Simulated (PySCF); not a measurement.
Compound: C5H10OSi.
Geometry (GFN2-xTB, Å), atoms numbered from 1 in this order:
```
atom  x, y, z in Å
C1     3.0288    0.1657    0.5509
Si2    1.6206   -0.1341   -0.6717
O3     0.3035    0.2832    0.1949
C4    -1.0112    0.1511   -0.0900
C5    -2.1394    1.1207    0.0448
C6    -2.2180   -0.2481    0.6700
C7    -1.8204   -1.0087   -0.5676
H8     3.9856    0.0087    0.0644
H9     3.0142    1.1805    0.9369
H10    2.9750   -0.5104    1.3993
H11    1.5417   -1.5388   -1.0867
H12    1.7282    0.7065   -1.8692
H13   -1.9911    1.9654    0.7049
H14   -2.7570    1.3414   -0.8201
H15   -2.4515   -0.5669    1.6615
H16   -2.4223   -0.9096   -1.4655
H17   -1.3939   -1.9948   -0.4329
```

Computed, not measured: TDDFT CAM-B3LYP/def2-SVPD, vertical, gas phase, core orbitals frozen in the response (PySCF 2.14.0, density-fitted response routines). GFN2-xTB frequencies show an imaginary mode (26i cm⁻¹), so this geometry is no minimum at that level.

Ground-to-excited transition dipoles (e·a0, same axes as the geometry; the sign carries no meaning), for the states with f of 0.002 or more among the lowest 8:

```csv
state,E (eV),μx,μy,μz
S1,6.441,0.114,-0.029,0.229
S3,7.200,-0.219,-0.181,0.231
S4,7.280,-0.296,-0.060,-0.113
S5,7.325,-0.150,0.102,-0.214
S6,7.628,-0.380,-0.069,0.368
S7,7.756,0.162,-0.019,-0.146
S8,7.965,-0.612,0.054,-0.127
```

What oscillator strength does each state have?

f = (2/3) ΔE |μ|² with ΔE in hartree (27.2114 eV).

| state | \|μ\|² (au) | \|μ\| (D) | f |
| --- | --- | --- | --- |
| S1 | 0.066 | 0.65 | 0.010 |
| S3 | 0.134 | 0.93 | 0.024 |
| S4 | 0.104 | 0.82 | 0.019 |
| S5 | 0.079 | 0.71 | 0.014 |
| S6 | 0.284 | 1.35 | 0.053 |
| S7 | 0.048 | 0.56 | 0.009 |
| S8 | 0.393 | 1.59 | 0.077 |

Which bond between heavy atoms lies closest to the direction of the S8 transition dipole?

O3–C4, at 11° from it; next C1–Si2 at 32°.

What angle do the transition dipoles of S3 and S4 make?

|cos θ| = |μa·μb| / (|μa| |μb|) = 0.42, so θ ≈ 65° (taken between 0 and 90°, since the signs are arbitrary).

What peak molar absorption coefficient would the strongest computed level give as a lone Gaussian band 0.3 eV wide at half height?

ε(max) = 2.175×10⁸ f / FWHM, with the width in cm⁻¹. S8: 2.175×10⁸ × 0.0767 / 2420 ≈ 6900 L mol⁻¹ cm⁻¹.

On one thread, Arm Neoverse N1 (aarch64), shared host, this took 94 s and 1.0 GiB of memory at its peak.

One conformer stands for the species.

Without π bonds the low states may be Rydberg-like; a valence basis with one diffuse set may place them up to an eV too high.
